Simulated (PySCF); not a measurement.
C3H6BBr (SMILES C=CB(C)Br), singlet, at a GFN2-xTB geometry. Base run: M062X/6-31G in PySCF.

Here is a job for PySCF.
```python
from pyscf import gto, scf, dft, solvent

mol = gto.M(
    atom='''
B     0.23861867    0.40037231   -0.38262413
Br   -0.37764212   -0.52853109    1.14377344
C     0.72939133    1.88495244   -0.19598401
H     1.28190523    2.28278696   -1.04343327
H     1.35157906    2.00033066    0.69205054
H    -0.13067631    2.54041761   -0.03934291
C     0.19072213   -0.35230929   -1.73565209
C     0.48437322    0.17602514   -2.92386740
H    -0.12080738   -1.39334964   -1.72688379
H     0.42001622   -0.38867801   -3.84061700
H     0.79544407    1.20320937   -3.02770217
''',
    basis='6-31g',
    verbose=4,
)

mf = dft.RKS(mol)
mf.xc = 'm062x'
mf.kernel()
```

Variants of this job, named by their change:

| change | ΔE vs base (kcal/mol) | dipole (D) | HOMO-LUMO gap (eV) |
|---|---|---|---|
| base | 0.000 | 2.37 | 8.19 |
| model = IEF-PCM; solvent = n-hexane; vdw_scale = 1.4 | [?] | [?] | [?] |
| model = ddCOSMO; solvent = n-hexane | -0.72 | 2.65 | 8.28 |
| model = IEF-PCM; solvent = n-hexane; lebedev_order = 41 | -0.84 | 2.66 | 8.28 |
| model = IEF-PCM; solvent = n-hexane; vdw_scale = 1.1 | [?] | [?] | [?] |
| model = IEF-PCM; solvent = chloroform | -1.67 | 2.94 | 8.36 |
| model = IEF-PCM; solvent = n-hexane; r_probe = 0.5 | -0.376 | 2.56 | 8.24 |
| model = IEF-PCM; solvent = 2-propanol | -2.20 | 3.13 | 8.41 |
| model = IEF-PCM; solvent = dimethylsulfoxide | [?] | [?] | [?] |
| model = COSMO; solvent = n-hexane | -0.80 | 2.62 | 8.27 |
| model = IEF-PCM; solvent = n-hexane; lebedev_order = 11 | -0.81 | 2.65 | 8.28 |
| model = SS(V)PE; solvent = n-hexane | -0.84 | 2.65 | 8.28 |

Question: Some entries are withheld; supply them.

Answer: 
- model = IEF-PCM; solvent = n-hexane; vdw_scale = 1.4, ΔE vs base (kcal/mol): -0.507
- model = IEF-PCM; solvent = n-hexane; vdw_scale = 1.4, dipole (D): 2.59
- model = IEF-PCM; solvent = n-hexane; vdw_scale = 1.4, HOMO-LUMO gap (eV): 8.25
- model = IEF-PCM; solvent = n-hexane; vdw_scale = 1.1, ΔE vs base (kcal/mol): -1.11
- model = IEF-PCM; solvent = n-hexane; vdw_scale = 1.1, dipole (D): 2.69
- model = IEF-PCM; solvent = n-hexane; vdw_scale = 1.1, HOMO-LUMO gap (eV): 8.29
- model = IEF-PCM; solvent = dimethylsulfoxide, ΔE vs base (kcal/mol): -2.32
- model = IEF-PCM; solvent = dimethylsulfoxide, dipole (D): 3.17
- model = IEF-PCM; solvent = dimethylsulfoxide, HOMO-LUMO gap (eV): 8.42

The base is the gas phase, so ΔE is the electrostatic part of solvation at a fixed geometry, without cavity and dispersion terms.
